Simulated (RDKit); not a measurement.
Job for RDKit: MMFF94 on CH3F (SMILES CF).

```python
from rdkit import Chem
from rdkit.Chem import AllChem, rdDetermineBonds

blocks = [
'''5

C     0.21351775   -0.16382201    0.47183912
F     0.64902935   -1.24725251    1.26612368
H    -0.54645090   -0.54101360   -0.21009106
H    -0.19081087    0.59437511    1.13834234
H     1.07625775    0.20849371   -0.07768059
''',
]
mol = None
for b in blocks:
    f = Chem.MolFromXYZBlock(b)
    rdDetermineBonds.DetermineBonds(f, charge=0)
    mol = f if mol is None else Chem.CombineMols(mol, f)
Chem.SanitizeMol(mol)
print(Chem.MolToSmiles(Chem.RemoveHs(mol)))
ff = AllChem.MMFFGetMoleculeForceField(mol, AllChem.MMFFGetMoleculeProperties(mol), nonBondedThresh=100.0, ignoreInterfragInteractions=False)
e = ff.CalcEnergy()
print(f'MMFF94 energy {e:.6f} kcal/mol')
```

The log:

```
CF
MMFF94 energy 1.222217 kcal/mol
```

The run finished.

Cost: about 0.020 core-seconds (a rough figure).
